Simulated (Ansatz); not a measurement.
All values below come from B3LYP-D3(BJ)/def2-TZVP (Ansatz, an electronic-structure program). No frequencies were computed at this level.

Ansatz 0.2 input:
```yaml
crystal:
  periodic: [false, false, false]
  atoms:
    - { symbol: C, position_ang: [1.860222, -0.158381, -0.185511] }
    - { symbol: Ga, position_ang: [-0.015478, 0.473042, 0.333091] }
    - { symbol: C, position_ang: [-1.83601, -0.332459, -0.137084] }
    - { symbol: Cl, position_ang: [-0.094279, 2.22163, 1.503087] }
    - { symbol: H, position_ang: [1.970985, -1.237448, -0.062558] }
    - { symbol: H, position_ang: [2.597361, 0.34974, 0.44136] }
    - { symbol: H, position_ang: [2.07157, 0.084096, -1.230125] }
    - { symbol: H, position_ang: [-2.480449, -0.30804, 0.745818] }
    - { symbol: H, position_ang: [-1.757856, -1.36018, -0.493307] }
    - { symbol: H, position_ang: [-2.316068, 0.267999, -0.914771] }
basis:
  gaussian: { orbitals: def2-tzvp }
hamiltonian:
  xc: b3lyp
  dispersion: d3bj
relax:
  max_steps: 150
```

Output:

```
[...]
these checks for a lower state are left out or cut short: starts, cluster_reference, orbital_swaps, neighbouring_geometries, increment
1290 factors; their error is unknown
mean field -67077.79656342 eV, -2465.0635567420 hartree, gradient 1.7e-5 eV, S^2 0.000000; 0 other end points of the search recorded, 0 dependent functions left out
reference -67077.79684494 eV, -2465.0635670877 hartree; 33, 33 occupied and 150, 150 virtual orbitals, 1290 factors
relax step   4: F+E_penalty+E_count = -67078.12835709 eV  Δ(F+E_penalty+E_count) = -5.660e-4 eV  max|allowed force component| = 8.807e-3 eV/Å  Δτ_max = 0.0164 Å  (30 SCF iters, accepted)
these checks for a lower state are left out or cut short: starts, cluster_reference, orbital_swaps, neighbouring_geometries, increment
1290 factors; their error is unknown
mean field -67077.79658254 eV, -2465.0635574448 hartree, gradient 1.7e-5 eV, S^2 0.000000; 0 other end points of the search recorded, 0 dependent functions left out
reference -67077.79686400 eV, -2465.0635677884 hartree; 33, 33 occupied and 150, 150 virtual orbitals, 1290 factors
relax step   5: F+E_penalty+E_count = -67078.12853423 eV  Δ(F+E_penalty+E_count) = -1.771e-4 eV  max|allowed force component| = 1.860e-2 eV/Å  Δτ_max = 0.0166 Å  (30 SCF iters, accepted)
these checks for a lower state are left out or cut short: starts, cluster_reference, orbital_swaps, neighbouring_geometries, increment
1290 factors; their error is unknown
mean field -67077.79662037 eV, -2465.0635588349 hartree, gradient 1.7e-5 eV, S^2 0.000000; 0 other end points of the search recorded, 0 dependent functions left out
reference -67077.79690190 eV, -2465.0635691811 hartree; 33, 33 occupied and 150, 150 virtual orbitals, 1290 factors
relax step   6: F+E_penalty+E_count = -67078.12863988 eV  Δ(F+E_penalty+E_count) = -1.056e-4 eV  max|allowed force component| = 1.034e-2 eV/Å  Δτ_max = 0.0100 Å  (30 SCF iters, accepted)
these checks for a lower state are left out or cut short: starts, cluster_reference, orbital_swaps, neighbouring_geometries, increment
1290 factors; their error is unknown
mean field -67077.79676722 eV, -2465.0635642316 hartree, gradient 1.7e-5 eV, S^2 0.000000; 0 other end points of the search recorded, 0 dependent functions left out
reference -67077.79704922 eV, -2465.0635745951 hartree; 33, 33 occupied and 150, 150 virtual orbitals, 1290 factors
relax step   7: F+E_penalty+E_count = -67078.12886874 eV  Δ(F+E_penalty+E_count) = -2.289e-4 eV  max|allowed force component| = 2.439e-2 eV/Å  Δτ_max = 0.0416 Å  (29 SCF iters, accepted)
these checks for a lower state are left out or cut short: starts, cluster_reference, orbital_swaps, neighbouring_geometries, increment
1290 factors; their error is unknown
mean field evaluation 64: about -67077.7968 eV, gradient 1.2e-4 eV
mean field -67077.79684328 eV, -2465.0635670268 hartree, gradient 1.7e-5 eV, S^2 0.000000; 0 other end points of the search recorded, 0 dependent functions left out
reference -67077.79712572 eV, -2465.0635774064 hartree; 33, 33 occupied and 150, 150 virtual orbitals, 1290 factors
relax step   8: F+E_penalty+E_count = -67078.12900411 eV  Δ(F+E_penalty+E_count) = -1.354e-4 eV  max|allowed force component| = 5.982e-2 eV/Å  Δτ_max = 0.0486 Å  (29 SCF iters, accepted)
these checks for a lower state are left out or cut short: starts, cluster_reference, orbital_swaps, neighbouring_geometries, increment
1290 factors; their error is unknown
mean field -67077.79716310 eV, -2465.0635787800 hartree, gradient 1.7e-5 eV, S^2 0.000000; 0 other end points of the search recorded, 0 dependent functions left out
reference -67077.79744570 eV, -2465.0635891654 hartree; 33, 33 occupied and 150, 150 virtual orbitals, 1290 factors
relax step   9: F+E_penalty+E_count = -67078.12923349 eV  Δ(F+E_penalty+E_count) = -2.294e-4 eV  max|allowed force component| = 5.314e-2 eV/Å  Δτ_max = 0.0120 Å  (30 SCF iters, accepted)
these checks for a lower state are left out or cut short: starts, cluster_reference, orbital_swaps, neighbouring_geometries, increment
1290 factors; their error is unknown
mean field -67077.79750678 eV, -2465.0635914100 hartree, gradient 1.7e-5 eV, S^2 0.000000; 0 other end points of the search recorded, 0 dependent functions left out
reference -67077.79778950 eV, -2465.0636017999 hartree; 33, 33 occupied and 150, 150 virtual orbitals, 1290 factors
relax step  10: F+E_penalty+E_count = -67078.12956953 eV  Δ(F+E_penalty+E_count) = -3.360e-4 eV  max|allowed force component| = 6.539e-3 eV/Å  Δτ_max = 0.0191 Å  (30 SCF iters, accepted)
these checks for a lower state are left out or cut short: starts, cluster_reference, orbital_swaps, neighbouring_geometries, increment
1290 factors; their error is unknown
mean field -67077.79790331 eV, -2465.0636059824 hartree, gradient 1.7e-5 eV, S^2 0.000000; 0 other end points of the search recorded, 0 dependent functions left out
reference -67077.79818637 eV, -2465.0636163844 hartree; 33, 33 occupied and 150, 150 virtual orbitals, 1290 factors
relax step  11: F+E_penalty+E_count = -67078.12992335 eV  Δ(F+E_penalty+E_count) = -3.538e-4 eV  max|allowed force component| = 2.596e-2 eV/Å  Δτ_max = 0.0577 Å  (29 SCF iters, accepted)
these checks for a lower state are left out or cut short: starts, cluster_reference, orbital_swaps, neighbouring_geometries, increment
1290 factors; their error is unknown
mean field -67077.79746217 eV, -2465.0635897705 hartree, gradient 2.0e-5 eV, S^2 0.000000; 0 other end points of the search recorded, 0 dependent functions left out
reference -67077.79774485 eV, -2465.0636001590 hartree; 33, 33 occupied and 150, 150 virtual orbitals, 1290 factors
relax step  12: F+E_penalty+E_count = -67078.12930838 eV  Δ(F+E_penalty+E_count) = +6.150e-4 eV  max|allowed force component| = 1.459e-1 eV/Å  Δτ_max = 0.1048 Å  (30 SCF iters, rejected (line search))
these checks for a lower state are left out or cut short: starts, cluster_reference, orbital_swaps, neighbouring_geometries, increment
1290 factors; their error is unknown
mean field evaluation 96: about -67077.6210 eV, gradient 2.3e0 eV
mean field -67077.79818644 eV, -2465.0636163870 hartree, gradient 1.7e-5 eV, S^2 0.000000; 0 other end points of the search recorded, 0 dependent functions left out
reference -67077.79846939 eV, -2465.0636267854 hartree; 33, 33 occupied and 150, 150 virtual orbitals, 1290 factors
relax step  13: F+E_penalty+E_count = -67078.13021424 eV  Δ(F+E_penalty+E_count) = -2.909e-4 eV  max|allowed force component| = 3.456e-2 eV/Å  Δτ_max = 0.0485 Å  (29 SCF iters, accepted)
these checks for a lower state are left out or cut short: starts, cluster_reference, orbital_swaps, neighbouring_geometries, increment
1290 factors; their error is unknown
mean field -67077.79826307 eV, -2465.0636192030 hartree, gradient 1.7e-5 eV, S^2 0.000000; 0 other end points of the search recorded, 0 dependent functions left out
reference -67077.79854543 eV, -2465.0636295797 hartree; 33, 33 occupied and 150, 150 virtual orbitals, 1290 factors
relax step  14: F+E_penalty+E_count = -67078.13028422 eV  Δ(F+E_penalty+E_count) = -6.998e-5 eV  max|allowed force component| = 8.436e-2 eV/Å  Δτ_max = 0.0669 Å  (30 SCF iters, accepted)
these checks for a lower state are left out or cut short: starts, cluster_reference, orbital_swaps, neighbouring_geometries, increment
1290 factors; their error is unknown
mean field -67077.79856057 eV, -2465.0636301362 hartree, gradient 1.7e-5 eV, S^2 0.000000; 0 other end points of the search recorded, 0 dependent functions left out
reference -67077.79884278 eV, -2465.0636405070 hartree; 33, 33 occupied and 150, 150 virtual orbitals, 1290 factors
relax step  15: F+E_penalty+E_count = -67078.13062851 eV  Δ(F+E_penalty+E_count) = -3.443e-4 eV  max|allowed force component| = 3.601e-2 eV/Å  Δτ_max = 0.0093 Å  (31 SCF iters, accepted)
these checks for a lower state are left out or cut short: starts, cluster_reference, orbital_swaps, neighbouring_geometries, increment
1290 factors; their error is unknown
mean field -67077.79860266 eV, -2465.0636316827 hartree, gradient 1.7e-5 eV, S^2 0.000000; 0 other end points of the search recorded, 0 dependent functions left out
reference -67077.79888447 eV, -2465.0636420393 hartree; 33, 33 occupied and 150, 150 virtual orbitals, 1290 factors
relax step  16: F+E_penalty+E_count = -67078.13083682 eV  Δ(F+E_penalty+E_count) = -2.083e-4 eV  max|allowed force component| = 1.990e-3 eV/Å  Δτ_max = 0.0191 Å  (30 SCF iters, accepted)
these checks for a lower state are left out or cut short: starts, cluster_reference, orbital_swaps, neighbouring_geometries, increment
1290 factors; their error is unknown
mean field evaluation 128: about -67077.7987 eV, gradient 2.2e-3 eV
mean field -67077.79867400 eV, -2465.0636343045 hartree, gradient 1.7e-5 eV, S^2 0.000000; 0 other end points of the search recorded, 0 dependent functions left out
reference -67077.79895505 eV, -2465.0636446328 hartree; 33, 33 occupied and 150, 150 virtual orbitals, 1290 factors
relax step  17: F+E_penalty+E_count = -67078.13108032 eV  Δ(F+E_penalty+E_count) = -2.435e-4 eV  max|allowed force component| = 2.656e-2 eV/Å  Δτ_max = 0.0587 Å  (29 SCF iters, accepted)
these checks for a lower state are left out or cut short: starts, cluster_reference, orbital_swaps, neighbouring_geometries, increment
1290 factors; their error is unknown
mean field -67077.79842847 eV, -2465.0636252815 hartree, gradient 1.7e-5 eV, S^2 0.000000; 0 other end points of the search recorded, 0 dependent functions left out
reference -67077.79870948 eV, -2465.0636356084 hartree; 33, 33 occupied and 150, 150 virtual orbitals, 1290 factors
relax step  18: F+E_penalty+E_count = -67078.13084829 eV  Δ(F+E_penalty+E_count) = +2.320e-4 eV  max|allowed force component| = 1.119e-1 eV/Å  Δτ_max = 0.0687 Å  (30 SCF iters, rejected (line search))
these checks for a lower state are left out or cut short: starts, cluster_reference, orbital_swaps, neighbouring_geometries, increment
1290 factors; their error is unknown
mean field -67077.79898770 eV, -2465.0636458327 hartree, gradient 1.7e-5 eV, S^2 0.000000; 0 other end points of the search recorded, 0 dependent functions left out
reference -67077.79926862 eV, -2465.0636561565 hartree; 33, 33 occupied and 150, 150 virtual orbitals, 1290 factors
relax step  19: F+E_penalty+E_count = -67078.13131924 eV  Δ(F+E_penalty+E_count) = -2.389e-4 eV  max|allowed force component| = 2.057e-2 eV/Å  Δτ_max = 0.0301 Å  (29 SCF iters, accepted)
these checks for a lower state are left out or cut short: starts, cluster_reference, orbital_swaps, neighbouring_geometries, increment
1290 factors; their error is unknown
mean field -67077.79907130 eV, -2465.0636489049 hartree, gradient 1.7e-5 eV, S^2 0.000000; 0 other end points of the search recorded, 0 dependent functions left out
reference -67077.79935232 eV, -2465.0636592323 hartree; 33, 33 occupied and 150, 150 virtual orbitals, 1290 factors
relax step  20: F+E_penalty+E_count = -67078.13142365 eV  Δ(F+E_penalty+E_count) = -1.044e-4 eV  max|allowed force component| = 5.563e-2 eV/Å  Δτ_max = 0.0486 Å  (29 SCF iters, accepted)
these checks for a lower state are left out or cut short: starts, cluster_reference, orbital_swaps, neighbouring_geometries, increment
1290 factors; their error is unknown
mean field -67077.79922386 eV, -2465.0636545114 hartree, gradient 1.7e-5 eV, S^2 0.000000; 0 other end points of the search recorded, 0 dependent functions left out
reference -67077.79950485 eV, -2465.0636648375 hartree; 33, 33 occupied and 150, 150 virtual orbitals, 1290 factors
relax step  21: F+E_penalty+E_count = -67078.13157712 eV  Δ(F+E_penalty+E_count) = -1.535e-4 eV  max|allowed force component| = 2.836e-2 eV/Å  Δτ_max = 0.0031 Å  (31 SCF iters, accepted)
these checks for a lower state are left out or cut short: starts, cluster_reference, orbital_swaps, neighbouring_geometries, increment
1290 factors; their error is unknown
mean field evaluation 160: about -67077.6344 eV, gradient 1.1e-3 eV
mean field -67077.79931585 eV, -2465.0636578922 hartree, gradient 1.7e-5 eV, S^2 0.000000; 0 other end points of the search recorded, 0 dependent functions left out
reference -67077.79959689 eV, -2465.0636682199 hartree; 33, 33 occupied and 150, 150 virtual orbitals, 1290 factors
relax step  22: F+E_penalty+E_count = -67078.13168018 eV  Δ(F+E_penalty+E_count) = -1.031e-4 eV  max|allowed force component| = 6.715e-3 eV/Å  Δτ_max = 0.0137 Å  (30 SCF iters, accepted)
1290 factors; their error is unknown
mean field -67077.79931585 eV, -2465.0636578922 hartree, gradient 2.4e-5 eV, S^2 0.000000; 1 other end points of the search recorded, 0 dependent functions left out
reference -67077.79959689 eV, -2465.0636682199 hartree; 33, 33 occupied and 150, 150 virtual orbitals, 1290 factors
Total energy: -67078.13196122 eV, -2465.0758823839 hartree
Atom 0 at     1.815003    -0.182493    -0.148660 Å, force    -0.002662    -0.000617     0.000332 eV/Å
Atom 1 at    -0.017050     0.441416     0.209678 Å, force     0.001074    -0.006715    -0.003161 eV/Å
Atom 2 at    -1.790896    -0.356836    -0.090345 Å, force     0.002334     0.000011     0.000225 eV/Å
Atom 3 at    -0.102804     2.436547     1.111269 Å, force    -0.000232     0.006165     0.001832 eV/Å
Atom 4 at     1.847535    -1.252555    -0.351673 Å, force     0.000177     0.000787    -0.001291 eV/Å
Atom 5 at     2.456425     0.048523     0.701688 Å, force    -0.001038    -0.000695     0.000415 eV/Å
Atom 6 at     2.208744     0.350102    -1.016849 Å, force     0.000694     0.000951     0.000819 eV/Å
Atom 7 at    -2.298425    -0.476721     0.868199 Å, force     0.000037     0.000237     0.000104 eV/Å
Atom 8 at    -1.725515    -1.326172    -0.583294 Å, force    -0.000405     0.000175     0.000557 eV/Å
Atom 9 at    -2.393018     0.318189    -0.700013 Å, force     0.000020    -0.000300     0.000167 eV/Å
Dipole moment:     0.023144    -0.543901    -0.248026 e Å
```

Cost: very roughly 4 core-minutes.
